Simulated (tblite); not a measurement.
Start geometry of `[H]/N=C(\CCS[SiH3])C(=C)C` from a force field or distance geometry (Å):
```
atom  x, y, z in Å
C1    -1.9096   -0.6571   -1.2722
C2    -2.0705    0.1972   -0.2498
C3    -3.1929    1.1715   -0.1840
C4    -1.1154    0.2330    0.9144
N5    -1.2548    1.1287    1.8499
C6     0.0236   -0.7736    1.0243
C7     1.2533   -0.2199    0.2998
S8     2.6270   -1.4110    0.4069
Si9    4.2148   -0.4219   -0.6423
H10   -2.6307   -0.6506   -2.0913
H11   -1.1145   -1.3744   -1.3544
H12   -3.8676    1.0790   -1.0538
H13   -3.8170    1.0122    0.7174
H14   -2.8194    2.2018   -0.1755
H15   -0.5423    1.0404    2.5734
H16    0.2478   -0.9319    2.1022
H17   -0.2816   -1.7407    0.6319
H18    1.0210   -0.0305   -0.7488
H19    1.5612    0.7281    0.7645
H20    4.4968    0.8636    0.0560
H21    5.4088   -1.2805   -0.6467
H22    3.7515   -0.1439   -2.0269
```

**Question.** What comes out of this run: GFN2-xTB geometry optimisation, gas phase (tblite 0.8.0)?

**Answer.** 
```
atom  x, y, z in Å
C1    -1.8396   -0.6347   -1.2535
C2    -2.0073    0.1928   -0.2245
C3    -3.1440    1.1664   -0.1755
C4    -1.1045    0.2304    0.9395
N5    -1.3113    1.1342    1.8002
C6     0.0255   -0.7735    1.0357
C7     1.2311   -0.2634    0.2575
S8     2.6073   -1.4743    0.3618
Si9    4.1371   -0.3781   -0.6547
H10   -2.5227   -0.6210   -2.0866
H11   -1.0384   -1.3491   -1.3218
H12   -3.7738    1.0772   -1.0561
H13   -3.7383    0.9866    0.7172
H14   -2.7566    2.1796   -0.1014
H15   -0.6688    1.1331    2.5899
H16    0.3122   -0.8978    2.0835
H17   -0.2766   -1.7481    0.6533
H18    0.9872   -0.1227   -0.7953
H19    1.5832    0.6818    0.6726
H20    4.3467    0.8685    0.0746
H21    5.2776   -1.2714   -0.6151
H22    3.6637   -0.0971   -2.0063
```

The energy falls by 0.202 eV over 59 L-BFGS steps, the largest force on an atom goes from 2.32 to 0.009 eV/Å, and the atoms move by 0.093 Å rms after alignment. The bond that changes most is C4=N5 (imine carbon to imine nitrogen), which shortens by 0.038 Å. Bonds longer at the end by more than 0.005 Å: 2 of 21; shorter: 15. Among the angles that change most is S8–Si9–H21, from 109.5° to 103.5°. Rotational constants go from 2517, 434.1, 413.3 to 2540, 444.8, 425.9 MHz. The orientation of the end geometry is arbitrary; only internal coordinates are fixed.

Hardware: one thread of an Intel Xeon Platinum 8488C, shared host with 96 logical CPUs at a one-minute load of 26. Cost: 0.6 s of wall time.

Its GFN2-xTB frequencies are all real (lowest 16 cm⁻¹). One conformer, not necessarily the lowest. 3 starts were optimised and ended at 0.00, 0.43 and 1.06 kcal/mol (GFN2-xTB); the lowest of these is shown.

The numbers are calculated, not measured.
